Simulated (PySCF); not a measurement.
What settings do to a single point of [BiI2]+

The sound run of [BiI2]+ (singlet) uses PySCF 2.14.0, RKS TPSS, Bi def2-SVP with ECP60, I def2-SVP with ECP28; non-relativistic Hamiltonian with scalar-relativistic core potentials where named; density fitting; no spin-orbit coupling, grid (50, 194), threshold 1e-8 Eh and 55 cycles, at the relaxed geometry:

```xyz
3

Bi    0.6656    0.8435    0.0000
I    -0.3829   -0.4852    2.1640
I    -0.3829   -0.4852   -2.1640
```

There Bi1 has a Mulliken charge of 0.75 e and the dipole about the centre of mass is 2.13 D. Each run below changes one thing and starts from free metal ions and neutral atoms unless it says otherwise; with 55 cycles, smearing, a level shift and second-order steps follow where DIIS fails, and their cycles count. Energy shifts count from the sound run.

```tsv
change	outcome	cycles	energy shift (eV)	largest force component (eV/Å)	charge on Bi1 (e)	dipole about the centre of mass (D)
I3 put 0.8 Å from Bi1, limit 69 cycles	converged	12	1155.38	4328.37	5.94	5.38
all coordinates × 1.12	converged	10	0.81	1.88	0.80	2.98
```

Question: One further run converged with energy shift (eV) 0.0358, largest force component (eV/Å) 0.09, charge on Bi1 (e) 0.84, dipole about the centre of mass (D) 3.00. Which change was it?
A. start from a density of up to 30 smeared cycles (not counted)
B. threshold 0.001
C. cycle limit 5

Answer: B.

Question: And the other changes listed?

Answer: 
```tsv
change	outcome	cycles	energy shift (eV)	largest force component (eV/Å)	charge on Bi1 (e)	dipole about the centre of mass (D)
start from a density of up to 30 smeared cycles (not counted)	converged	8	0.0000	0.07	0.75	2.13
cycle limit 5	not converged	5	–	–	–	–
```

Unsound on purpose, so not properties of the compound: I3 put 0.8 Å from Bi1, limit 69 cycles.

Forces carry noise of the integration grid, about 0.01 to 0.03 eV/Å.

No frequency check is given that shows the relaxed geometry to be a minimum.
